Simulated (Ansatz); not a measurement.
Consider the substitution at a C–Si bond: `FC([SiH3])[SiH2]Cl` + `N#CO` → `N#COC(F)[SiH3]` + `[SiH3]Cl`.

Program: Ansatz. Geometries: PBE0-D4/def2-TZVP. ΔE: electronic, gas phase. CCSD(T)/CBS adds triple-zeta CCSD(T) − MP2 to the extrapolated MP2 energy (def2 sets, frozen cores). This one scheme is used for every species. DFT in def2-TZVPP. B3LYP here is the variant with VWN-RPA as its local correlation; programs differ in this. Each species was taken in one conformer, which may not be the lowest.

```csv
level,ΔE (kJ/mol),difference from CCSD(T)/CBS
PBE-D4,54.0,2.1
r2SCAN-D4,50.8,-1.1
PBE0-D4,54.6,2.7
B3LYP-D4,48.7,-3.2
ωB97X-V,45.7,-6.2
ωB97M-V,51.1,-0.8
B2PLYP,44.6,-7.3
PBE,50.1,-1.8
r2SCAN,49.9,-2.0
PBE0,51.1,-0.8
B3LYP,42.3,-9.6
HF/def2-TZVPP,31.4,-20.5
MP2/def2-TZVPP,51.1,-0.8
SCS-MP2/def2-TZVPP,44.8,-7.1
CCSD/def2-TZVPP,46.1,-5.8
CCSD(T)/def2-TZVPP,46.7,-5.2
HF/def2-QZVPP,31.2,-20.7
MP2/def2-QZVPP,54.0,2.1
SCS-MP2/def2-QZVPP,47.7,-4.2
HF/CBS(def2),31.2,-20.7
MP2/CBS(def2),56.3,4.4
CCSD/CBS(def2),51.3,-0.6
CCSD(T)/CBS,51.9,0
```

Largest T1 diagnostic among the species: 0.014.

The D4 term adds +6.4 kJ/mol with B3LYP and +3.5 kJ/mol with PBE0; it sums over pairs of atoms, weighted by their polarisabilities, and B3LYP, whose exchange is more repulsive, gets the larger term. In def2-TZVPP, CCSD(T) changes the Hartree–Fock value by +15.3 kJ/mol (the triples alone add +0.6 kJ/mol) and MP2 by +19.7 kJ/mol.
